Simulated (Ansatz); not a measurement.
CH₃Br₂Ga, SMILES `[CH3][Ga]([Br])[Br]`, 7 atoms. Charge 0, multiplicity 1. Correlated methods include outer-core shells of Br, Ga, which these sets cover unevenly. Scalar relativity is left out up to krypton. All runs use 4 threads of a server CPU on a shared host. Correlated methods freeze the cores.

Q: Give the basis size and wall time and peak host memory of each of these runs in Ansatz. RKS PBE0-D4/def2-SVP energy; RKS r2SCAN0-D4/def2-TZVPP energy; RHF-CCSD(T)/def2-SVP energy; RKS ωB97M-V/def2-SVP energy; RKS PBE0-D4/def2-TZVP relaxation (5 steps); RKS B2PLYP (frozen core)/def2-TZVPP energy; direct RPA on PBE orbitals/def2-TZVPP energy; RKS LC-ωPBE/def2-TZVPP energy; RHF-CCSD(T)/def2-TZVPP energy; RKS ωB97X-V/def2-TZVPP energy; RHF-MP2/def2-QZVPP energy; RKS PBE0-D4/def2-TZVP frequencies. (Estimate.)

A: The calculation gave: Other jobs shared the machine, so times are rough.

```
                                level                   job  functions  wall time  peak host memory (GiB)
                 RKS PBE0-D4/def2-SVP                energy        125      2.2 s                    0.35
direct RPA on PBE orbitals/def2-TZVPP                energy        217      3.8 s                     0.5
               RKS LC-ωPBE/def2-TZVPP                energy        217        4 s                    0.49
                 RKS ωB97M-V/def2-SVP                energy        125      4.9 s                     0.5
  RKS B2PLYP (frozen core)/def2-TZVPP                energy        217        7 s                    0.63
            RKS r2SCAN0-D4/def2-TZVPP                energy        217      7.5 s                    0.92
               RKS ωB97X-V/def2-TZVPP                energy        217        9 s                     1.1
                 RHF-CCSD(T)/def2-SVP                energy        125       13 s                    0.69
                   RHF-MP2/def2-QZVPP                energy        414       23 s                     2.3
                RKS PBE0-D4/def2-TZVP  relaxation (5 steps)        193       26 s                    0.76
               RHF-CCSD(T)/def2-TZVPP                energy        217    2.4 min                     3.4
                RKS PBE0-D4/def2-TZVP           frequencies        193    2.4 min                    0.75
```

LC-ωPBE has ω = 0.4 bohr⁻¹.
